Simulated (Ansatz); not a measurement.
H4SSi2, SMILES `[SiH3][Si]S` (lower singlet; Si–Si–S–H torsion 180°) (charge 0, multiplicity 1). This singlet lies 1.17 eV below the relaxed triplet at the level frozen-core CCSD(T)/cc-pVTZ // PBE0-D3(BJ)/def2-TZVP (Ansatz, a quantum-chemistry and plane-wave program).

Cartesian coordinates (Å):
SMILES: [SiH3][Si]S
```xyz
7

Si    -1.1352    -0.2233     0.2089
Si     0.8222     1.0820     0.6714
S      1.9607    -0.0268    -0.7231
H     -2.2190     0.6972    -0.2429
H     -1.5959    -0.8488     1.4827
H     -0.9696    -1.2962    -0.8122
H      3.1367     0.6159    -0.5709
```
Charge 0, multiplicity 1.

Frozen-core energies in 6-31g from Ansatz at a geometry from PBE0-D3(BJ)/def2-TZVP; the HF reference has <S^2> = 0.00 (restricted, and unstable towards unrestricted orbitals) and the T1 diagnostic is 0.019.

```
level  energy (Ha)
-----  -----------
HF      -977.53314
MP2     -977.68432
CCSD    -977.72481
```

Q: Estimate the energies of CCSD(T), CCSDT and CCSDT(Q), and give each level's difference from CCSDT(Q).

A: 
```json
[
 {"level": "MP2", "energy (Ha)": "-977.68432", "difference from CCSDT(Q) (mHa)": "46.34"},
 {"level": "CCSD", "energy (Ha)": "-977.72481", "difference from CCSDT(Q) (mHa)": "5.85"},
 {"level": "CCSD(T)", "energy (Ha)": "-977.72945", "difference from CCSDT(Q) (mHa)": "1.22"},
 {"level": "CCSDT", "energy (Ha)": "-977.73041", "difference from CCSDT(Q) (mHa)": "0.26"},
 {"level": "CCSDT(Q)", "energy (Ha)": "-977.73067", "difference from CCSDT(Q) (mHa)": "0.00"}
]
```
